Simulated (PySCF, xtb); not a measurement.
ZrCl2, SMILES [Cl][Zr][Cl] (connectivity only; charge and spin as stated), neutral, multiplicity 3.

Harmonic wavenumbers (cm⁻¹) from GFN2-xTB (xtb) at its own minimum, in rising order: 64, 377, 394.

Question: What does B3LYP-D3(BJ)/def2-TZVP run with PySCF give at its own minimum? (The exact figures need the calculation; the answer reports its results.)

Answer: 46, 349, 397. Paired by order, the mean absolute difference is 16 cm⁻¹ and the zero-point energies are 1.2 and 1.1 kcal/mol.
